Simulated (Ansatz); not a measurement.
Reaction (isomerisation): `C=C[SiH](O)F` → `FC1CO[SiH2]1`

Gas-phase electronic energies from Ansatz, PBE0-D4/def2-TZVP geometries. CCSD(T)/CBS adds triple-zeta CCSD(T) − MP2 to the extrapolated MP2 energy (def2 sets, frozen cores). DFT in def2-TZVPP. B3LYP here is the variant with VWN-RPA as its local correlation; programs differ in this. HSE06 is defined as in plane-wave codes. One conformer a species, not always the lowest.

`C=C[SiH](O)F`:

Cartesian coordinates in Å:
```
C 0.124 -0.636 -1.500
C -0.529 -0.724 -0.344
Si -0.334 0.523 1.008
O 1.016 1.421 0.814
F -0.281 -0.289 2.385
H 0.813 0.179 -1.705
H -0.001 -1.366 -2.295
H -1.214 -1.558 -0.200
H -1.447 1.487 1.112
H 1.854 0.964 0.724
```

`FC1CO[SiH2]1`:

```xyz
10

F    -1.189   -1.047    1.264
C    -0.822   -0.060    0.370
C     0.468    0.680    0.774
O     1.306    0.463   -0.384
Si    0.219   -0.552   -1.142
H    -1.678    0.602    0.225
H     0.909    0.223    1.665
H     0.341    1.753    0.938
H    -0.187   -0.085   -2.493
H     0.633   -1.977   -1.215
```

```csv
level,ΔE (kJ/mol),difference from CCSD(T)/CBS
BLYP-D4,302.7,-11.2
r2SCAN-D4,297.6,-16.3
PBE0-D4,281.0,-32.9
r2SCAN0-D4,298.3,-15.6
HSE06-D4,280.7,-33.2
ωB97M-V,296.7,-17.2
B2PLYP,310.3,-3.6
PBE,276.5,-37.4
BLYP,302.9,-11.0
PBE0,280.7,-33.2
B3LYP,304.3,-9.6
BHLYP,309.4,-4.5
RPA@PBE/def2-TZVPP,291.2,-22.7
MP2/def2-SVP,291.1,-22.8
MP2/def2-TZVPP,316.2,2.3
CCSD(T)/def2-TZVPP,308.2,-5.7
CCSD(T)/CBS,313.9,0
```

Largest T1 diagnostic among the species: 0.012.

At CCSD(T), def2-SVP lies −32.3 kJ/mol from the extrapolated value and def2-TZVPP −5.7 kJ/mol. In def2-TZVPP, CCSD(T) changes the Hartree–Fock value by −13.8 kJ/mol (the triples alone add −1.1 kJ/mol) and MP2 by −5.9 kJ/mol.

CCSD(T)/CBS has its own doubt, a few kJ/mol and more with outer-core shells, so smaller differences from it don't rank the levels.
